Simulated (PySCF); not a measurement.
C₂H₄FNSi, SMILES F[C@@H]1N=C[SiH2]1. Atoms are numbered in the order given.

```xyz
9

F     -0.9705    -1.6535    -0.1572
C     -0.5900    -0.4772     0.4381
N     -1.0896     0.7026    -0.3047
C     -0.0290     1.4318    -0.4500
Si     1.2190     0.1671     0.1871
H     -1.0098    -0.4585     1.4591
H     -0.0923     2.4338    -0.8962
H      2.1425     0.4569     1.3224
H      1.9692    -0.5362    -0.8861
```
Charge 0, spin multiplicity 1.

Geometry: TPSSh-D3(BJ)/def2-SVP. The structure was generated by enumeration; whether it is a known compound was not checked.

These are KT2/pcSseg-1 run with PySCF values and carry that method's errors.

GIAO shieldings, no solvent; atoms listed in one row are averaged. δ = σ(ref) − σ: ¹⁹F against CFCl3 (σ = 127.1 ppm); ¹³C against TMS (σ = 185.1 ppm); ¹⁵N against NH3 (σ = 266.2 ppm); ²⁹Si against TMS (σ = 361.9 ppm); ¹H against TMS (σ = 31.47 ppm), references at their B3LYP-D3(BJ)/def2-TZVP geometries, non-relativistic.

| nucleus | atoms | count | δ (ppm) |
|---|---|---|---|
| ¹⁹F | F1 | 1 | -195.4 |
| ¹³C | C4 | 1 | 180.6 |
| ¹³C | C2 | 1 | 104.9 |
| ¹⁵N | N3 | 1 | 513.5 |
| ²⁹Si | Si5 | 1 | -3.7 |
| ¹H | H7 | 1 | 8.80 |
| ¹H | H8 | 1 | 6.66 |
| ¹H | H6 | 1 | 6.36 |
| ¹H | H9 | 1 | 6.08 |
